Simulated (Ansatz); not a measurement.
`C1O[SiH2]S1` at its PBE0-D4/def2-TZVP geometry, where that method's forces vanish. Total charge 0; spin multiplicity 1.

| atom | x (Å) | y (Å) | z (Å) |
| --- | --- | --- | --- |
| C1 | -0.2367 | 1.0231 | 0.5464 |
| O2 | 0.9498 | 0.3805 | 0.1105 |
| Si3 | 0.2718 | -0.9947 | -0.5349 |
| S4 | -1.5879 | -0.1586 | 0.0604 |
| H5 | -0.3733 | 1.9785 | 0.0371 |
| H6 | -0.2312 | 1.1614 | 1.6288 |
| H7 | 0.5083 | -1.1465 | -1.9927 |
| H8 | 0.6991 | -2.2437 | 0.1445 |

Task: For each bond, give half the difference of the two atoms' forces along it (eV/Å; positive pushes the atoms apart) under PBE-D4, r2SCAN-D4, B3LYP-D4, ωB97M-V in def2-TZVPP. (Estimate.)

Result: Computed: 
```csv
bond,length (Å),PBE-D4,r2SCAN-D4,B3LYP-D4,ωB97M-V
C1–O2,1.418,0.33,0.27,0.32,0.31
C1–S4,1.860,0.23,0.21,0.33,0.05
C1–H5,1.091,0.08,-0.08,-0.20,-0.16
C1–H6,1.091,0.08,-0.08,-0.20,-0.16
O2–Si3,1.664,0.44,0.06,0.14,0.09
Si3–S4,2.124,0.26,0.10,0.31,0.12
Si3–H7,1.485,0.01,-0.02,-0.17,-0.18
Si3–H8,1.485,0.01,-0.02,-0.17,-0.18
```

B3LYP here is the variant with VWN-RPA as its local correlation; programs differ in this.
